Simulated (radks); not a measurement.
Species: Bi32+. Configuration: [Kr] 4d10 4f5. Method: scalar-relativistic Kohn-Sham, PBE, spin-polarised, spherical densities, finite nucleus; open shells are filled with parallel spins first (spin-orbit coupling, left out, can overturn this in heavy ions); Fermi nuclear charge, rms radius 5.5211 fm; computed with a radial shooting solver on a logarithmic mesh with Libxc functionals.

Normalised radial functions P(r) = r R(r), r in bohr:

| r | 4p down | 4d up | 4f up |
|---|---|---|---|
| 0.0022 | 0.0274 | 0.0003 | 0.0000 |
| 0.002842 | 0.0415 | 0.0006 | 0.0000 |
| 0.003701 | 0.0633 | 0.0012 | 0.0000 |
| 0.004781 | 0.0947 | 0.0024 | 0.0000 |
| 0.006176 | 0.1402 | 0.0048 | 0.0000 |
| 0.007978 | 0.2045 | 0.0094 | 0.0001 |
| 0.01031 | 0.2923 | 0.0181 | 0.0003 |
| 0.01342 | 0.4098 | 0.0354 | 0.0007 |
| 0.01733 | 0.5455 | 0.0664 | 0.0017 |
| 0.02239 | 0.6850 | 0.1212 | 0.0043 |
| 0.02892 | 0.7897 | 0.2133 | 0.0102 |
| 0.03766 | 0.7937 | 0.3630 | 0.0245 |
| 0.04865 | 0.6154 | 0.5696 | 0.0549 |
| 0.06284 | 0.2036 | 0.8195 | 0.1171 |
| 0.08118 | -0.3957 | 1.0461 | 0.2348 |
| 0.1049 | -0.9652 | 1.1179 | 0.4373 |
| 0.1365 | -1.1346 | 0.8535 | 0.7552 |
| 0.1764 | -0.5927 | 0.1763 | 1.1477 |
| 0.2278 | 0.5239 | -0.7725 | 1.5295 |
| 0.2943 | 1.5848 | -1.5834 | 1.7428 |
| 0.3832 | 1.9016 | -1.8167 | 1.6351 |
| 0.495 | 1.3883 | -1.3932 | 1.2162 |
| 0.6395 | 0.6427 | -0.7195 | 0.6775 |
| 0.826 | 0.1775 | -0.2344 | 0.2600 |
| 1.067 | 0.0259 | -0.0428 | 0.0609 |
| 1.389 | 0.0015 | -0.0034 | 0.0069 |
| 1.795 | 0.0000 | -0.0001 | 0.0004 |

4p down: eigenvalue -1723.2 eV, 2 radial nodes at r = 0.0690, 0.204 bohr, <r> = 0.381 bohr, 90 % of the charge inside 0.547 bohr. 4d up: eigenvalue -1472.7 eV, 1 radial node at r = 0.186 bohr, <r> = 0.387 bohr, 90 % of the charge inside 0.567 bohr. 4f up: eigenvalue -1201.3 eV, 0 radial nodes, <r> = 0.369 bohr, 90 % of the charge inside 0.558 bohr.
